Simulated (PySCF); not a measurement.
# Dipole response of As⁻ (arsenic, charge -1)

[Ar] 3d10 4s2 4p4, high-spin 3P determinant. All numbers are calculated (PySCF 2.14, the spin-free X2C one-electron Hamiltonian (Gaussian nucleus), in dyall-av3z (24s17p11d2f, 144 functions)). Coupled (time-dependent) response in atomic units; α is the mean over directions.

| method | mean α (bohr³) | α xx, yy, zz | C₆ (like pair) | S(−4) |
| --- | --- | --- | --- | --- |
| UHF | 87.02 | 65.69, 129.7, 65.69 | 1112 | 4580 |

S(−4) is the Cauchy moment in α(ω) = α(0) + S(−4) ω² + …

Spin-orbit coupling is absent.

α(iu) at UHF:

| u (hartree) | α(iu) (bohr³) |
| --- | --- |
| 0 | 87.02 |
| 0.0500 | 78.17 |
| 0.100 | 64.13 |
| 0.200 | 42.65 |
| 0.300 | 29.25 |
| 0.500 | 15.58 |
| 0.750 | 8.560 |
| 1.00 | 5.391 |
| 1.50 | 2.725 |
| 2.00 | 1.661 |
| 3.00 | 0.8219 |
| 5.00 | 0.3361 |

For an ion, C₆ is the dispersion term alone; charge-induced terms of lower order in 1/R come first.

The components differ because the open shell of this determinant is not spherical; for a pure term their mean is the scalar polarisability.
